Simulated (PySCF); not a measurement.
Species: meta-chlorobenzaldehyde, C7H5ClO.
Geometry (PBE0-D3(BJ)/def2-TZVP, Å), atoms numbered from 1 in this order:
```xyz
14
C7H5ClO angstrom
O      3.1171    0.0187   -0.8037
C      2.2218   -0.6847   -0.4159
C      0.8414   -0.2235   -0.1668
C      0.4915    1.1082   -0.3746
C     -0.8066    1.5157   -0.1334
C     -1.7587    0.6069    0.3127
C     -1.4002   -0.7168    0.5161
Cl    -2.5790   -1.8490    1.0706
C     -0.1035   -1.1397    0.2793
H      2.3903   -1.7640   -0.2142
H      1.2505    1.7982   -0.7226
H     -1.0925    2.5490   -0.2902
H     -2.7775    0.9197    0.5036
H      0.1704   -2.1763    0.4410
```

The calculation used PBE0-D3(BJ)/def2-TZVP geometry optimisation, gas phase (PySCF).

Masses are those of the commonest isotopes; rigid-rotor values at the optimised geometry. The values belong to one conformer with, in the numbering `[O:1]=[CH:2][c:3]1[cH:4][cH:5][cH:6][c:7]([Cl:8])[cH:9]1`, O1–C2–C3–C4 0°.

Give the principal moments of inertia and the rotational constants in MHz.

Ia = 157.79, Ib = 616.38, Ic = 774.17 u·Å²; 505379 MHz·u·Å²/I gives A = 3203, B = 819.9, C = 652.8 MHz.

Classify the top.

An asymmetric top: κ = (2 × 819.9 − 3203 − 652.8)/(3203 − 652.8) = -0.87.

Is it planar, by Δ = Ic − Ia − Ib?

Planar: Δ = Ic − Ia − Ib = 0.00 u·Å². For a rigid frame Δ = −2 Σ m c², so it vanishes when all atoms lie in the ab plane; here none is more than 0.01 Å from it.

Which lines would a microwave search look for?

The dipole components are |μa| = 1.84 D, |μb| = 0.87 D, |μc| = 0.00 D; the mirror of this Cs structure is the ab plane, so μc vanishes by symmetry and there are no c-type lines. The squared components, which scale the intensities, stand as 1.00 : 0.22 (a : b). Some lines, for components of 0.1 D or more:

```tsv
type	branch	J(Ka,Kc)	MHz	lower level (cm⁻¹)
b	R	2(0,2) ← 1(1,1)	554	0.129
a	R	1(0,1) ← 0(0,0)	1473	0.000
b	R	3(0,3) ← 2(1,2)	2160	0.221
a	Q	5(1,4) ← 5(1,5)	2499	0.775
b	Q	1(1,0) ← 1(0,1)	2550	0.049
a	R	3(1,3) ← 2(1,2)	4162	0.221
a	R	4(1,4) ← 3(1,3)	5540	0.360
a	R	5(1,5) ← 4(1,4)	6911	0.545
b	Q	3(2,1) ← 3(1,2)	6946	0.394
b	R	2(2,1) ← 1(1,0)	10261	0.134
b	Q	3(3,0) ← 3(2,1)	12296	0.625
b	Q	5(3,3) ← 5(2,4)	12406	1.065
b	R	4(2,3) ← 3(1,2)	12788	0.394
b	R	3(3,1) ← 2(2,0)	16747	0.477
b	R	3(3,0) ← 2(2,1)	16756	0.476
b	Q	5(4,1) ← 5(3,2)	17236	1.479
b	Q	4(4,1) ← 4(3,2)	17251	1.232
b	R	4(3,2) ← 3(2,1)	18202	0.625
b	R	5(5,1) ← 4(4,0)	29563	1.808
```

Estimate the classical rotational partition function at 10 K, 25 K and 200 K.

Point group Cs, symmetry number σ = 1; q = (√π/σ)·√((kT/h)³/(ABC)), k/h = 20836.6 MHz/K: 4070 at 10 K, 16100 at 25 K, 364000 at 200 K.

No frequency check. These are rigid-rotor constants of the computed structure; measured ground-state constants (B0) also hold zero-point vibration. Quadrupole hyperfine structure (35Cl) is left out.
